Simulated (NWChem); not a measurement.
System: CH5BrSi; SMILES [SiH2](Br)C

```xyz
8

Si     0.6086    -1.0116     0.0000
C     -0.8572    -2.1692     0.0000
Br    -0.1063     1.1083     0.0000
H      1.4508    -1.1945    -1.2164
H      1.4508    -1.1945     1.2164
H     -1.4803    -2.0085     0.8924
H     -0.5111    -3.2155     0.0000
H     -1.4803    -2.0085    -0.8924
```
Atoms are numbered in this order, from 1.

Geometry: optimised at PBE0/def2-SVP.

Spin-orbit effects, on the heavy nuclei and on their neighbours, are missing.

Question: Give the principal values of the shielding tensors (ppm) of Si1, C2, Br3 from LDA (Slater exchange, VWN5)/pcSseg-1, GIAO (NWChem), with their diamagnetic and paramagnetic parts as GIAO splits them.

Answer: 
```
atom     σ11     σ22     σ33  isotropic  diamagnetic  paramagnetic
----  ------  ------  ------  ---------  -----------  ------------
Si1    248.2   326.9   381.6      318.9        881.4        -562.5
C2     166.3   179.4   194.1      179.9        254.9         -75.0
Br3   2515.2  2693.2  2841.3     2683.2       3124.1        -440.9
```
